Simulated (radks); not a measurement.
Values are calculated unless marked as measured or tabulated.
Question: The oxygen anion O2-, [Ne], held by a Watson sphere: a shell of charge +2 at radius R that stands for the Madelung well of a crystal (potential energy -2/R inside, -2/r outside, in hartree with lengths in bohr). Code: a radial shooting solver on a logarithmic mesh with Libxc functionals. Model: scalar-relativistic Kohn-Sham, LB94 model potential, spin-polarised, spherical densities, finite nucleus; Fermi nuclear charge, rms radius of each element as measured or else 0.836 A^(1/3) + 0.57 fm. Response by self-consistent Sternheimer equations with the Hartree and adiabatic LDA kernel, the relativistic mass of each level held fixed and spin-orbit coupling left out. The sphere does not respond.

| R (bohr) | e(1s) (eV) | e(2s) (eV) | e(2p) (eV) | <r> 2p (bohr) | sum of <r^2> (bohr^2) | X-ray form factor at sin(theta)/lambda = 0.2 1/angstrom | alpha (bohr^3) |
|---|---|---|---|---|---|---|---|
| 1.8 | -533.01 | -27.978 | -13.910 | 1.414 | 19.61 | 6.266 | 10.51 |
| 2.22 | -532.24 | -25.649 | -11.914 | 1.498 | 22.09 | 6.076 | 15.26 |
| 2.79 | -530.91 | -23.265 | -9.708 | 1.592 | 25.14 | 5.931 | 24.30 |
| 2.9 | -530.65 | -22.886 | -9.342 | 1.608 | 25.70 | 5.914 | 26.44 |
| 3.54 | -529.26 | -21.058 | -7.535 | 1.688 | 28.85 | 5.852 | 42.03 |

Estimate the row for R = 2.66 bohr.

Answer: e(1s) (eV) -531.22; e(2s) (eV) -23.744; e(2p) (eV) -10.163; <r> 2p (bohr) 1.572; sum of <r^2> (bohr^2) 24.47; X-ray form factor at sin(theta)/lambda = 0.2 1/angstrom 5.956; alpha (bohr^3) 21.94.
